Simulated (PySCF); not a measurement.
Computed with core-valence-separated Tamm–Dancoff BHandHLYP/aug-pcX-1 (pcseg-1 on H) in PySCF, non-relativistic, gas phase, PBE0-D3(BJ)/def2-SVP geometry. BHandHLYP without relativity tends to put these K edges a few eV too low, so spacings mean more than positions.

Main lines of an unknown, eV (oscillator strength): C K: 281.9 (0.108), 283.4 (0.139), 285.8 (0.016), 286.3 (0.024), 287.0 (0.017); O K: 528.1 (0.099). Listed: the first five lines at most of each edge with a tenth or more of its strongest line's intensity; roots within 0.03 eV on the same or equivalent atoms are summed. Only the lowest roots were sought, and the top ones are left out.

**Question.** Which candidate gives them?
A. `O=c1cc(F)cco1`
B. `O=C1C=CC(=O)C1F`

**Answer.** B. 

- `O=C1C=CC(=O)C1F`: C K: 281.9 (0.108), 283.4 (0.139), 285.8 (0.016), 286.3 (0.024), 287.0 (0.017); O K: 528.1 (0.099). First C line listed at 281.9 eV, hole on the alkene CH carbon; first O line listed at 528.1 eV, hole on the ketone oxygen.
- `O=c1cc(F)cco1`: C K: 282.9 (0.039), 283.3 (0.036), 283.9 (0.070), 284.7 (0.073), 285.3 (0.021); O K: 529.3 (0.041), 532.1 (0.026), 534.7 (0.006). First C line listed at 282.9 eV, hole on the unsaturated ring CH carbon (1s→π*); first O line listed at 529.3 eV, hole on the carbonyl oxygen (1s→π*).

One conformer each; other structures than these candidates weren't tested.
